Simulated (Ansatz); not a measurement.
`[CH3][In]([CH3])[O][SiH3]` + `CC1=CC(C(F)(F)F)=[O+][Ti-]([F])([F])([F])[O]1` → `CC1=CC(C(F)(F)F)=[O+][In-]([CH3])([CH3])[O]1` + `[F][Ti]([F])([F])[O][SiH3]`  (redistribution)

Calculated with Ansatz (gas phase, PBE0-D4/def2-TZVP geometries, no zero-point term in ΔE). CCSD(T)/CBS is the MP2 limit (def2-TZVPP, def2-QZVPP) plus CCSD(T) − MP2 in def2-TZVPP, frozen cores. DFT in def2-TZVPP. Elements past krypton have def2 core potentials. For In, Ti outer-core shells are correlated without core-valence functions, which leaves a few kJ/mol of doubt a bond. Scalar relativity is left out up to krypton. Each species was taken in one conformer, which may not be the lowest.

```json
{"level": "LDA (SPW92)", "ΔE (kJ/mol)": "-57.7", "difference from CCSD(T)/CBS": "8.1"}
{"level": "revPBE-D4", "ΔE (kJ/mol)": "-68.2", "difference from CCSD(T)/CBS": "-2.4"}
{"level": "BLYP-D4", "ΔE (kJ/mol)": "-69.1", "difference from CCSD(T)/CBS": "-3.3"}
{"level": "r2SCAN-D4", "ΔE (kJ/mol)": "-66.5", "difference from CCSD(T)/CBS": "-0.7"}
{"level": "r2SCAN0-D4", "ΔE (kJ/mol)": "-68.7", "difference from CCSD(T)/CBS": "-2.9"}
{"level": "B2PLYP", "ΔE (kJ/mol)": "-74.3", "difference from CCSD(T)/CBS": "-8.5"}
{"level": "revPBE", "ΔE (kJ/mol)": "-73.2", "difference from CCSD(T)/CBS": "-7.4"}
{"level": "r2SCAN0", "ΔE (kJ/mol)": "-68.4", "difference from CCSD(T)/CBS": "-2.6"}
{"level": "BHLYP", "ΔE (kJ/mol)": "-71.6", "difference from CCSD(T)/CBS": "-5.8"}
{"level": "LC-ωPBE", "ΔE (kJ/mol)": "-73.7", "difference from CCSD(T)/CBS": "-7.9"}
{"level": "CCSD/def2-SVP", "ΔE (kJ/mol)": "-90.8", "difference from CCSD(T)/CBS": "-25.0"}
{"level": "HF/def2-TZVPP", "ΔE (kJ/mol)": "-72.3", "difference from CCSD(T)/CBS": "-6.5"}
{"level": "SCS-MP2/def2-TZVPP", "ΔE (kJ/mol)": "-80.0", "difference from CCSD(T)/CBS": "-14.2"}
{"level": "CCSD/def2-TZVPP", "ΔE (kJ/mol)": "-71.9", "difference from CCSD(T)/CBS": "-6.1"}
{"level": "HF/def2-QZVPP", "ΔE (kJ/mol)": "-72.3", "difference from CCSD(T)/CBS": "-6.5"}
{"level": "MP2/CBS(def2)", "ΔE (kJ/mol)": "-75.7", "difference from CCSD(T)/CBS": "-9.9"}
{"level": "CCSD(T)/CBS", "ΔE (kJ/mol)": "-65.8", "difference from CCSD(T)/CBS": "0"}
```

Largest T1 diagnostic among the species: 0.022, so the coupled-cluster value is less sure than usual.

Leaving LDA and LC-ωPBE aside and taking each functional with its dispersion term where it has one, the values, not all of them listed here, spread over 12.6 kJ/mol, from B2PLYP to B97M-V. LDA lies +10.6 kJ/mol from PBE without D4. At CCSD(T), def2-SVP lies −23.0 kJ/mol from the extrapolated value and def2-TZVPP −5.0 kJ/mol.

CCSD(T)/CBS has its own doubt, a few kJ/mol and more with outer-core shells, so smaller differences from it don't rank the levels.
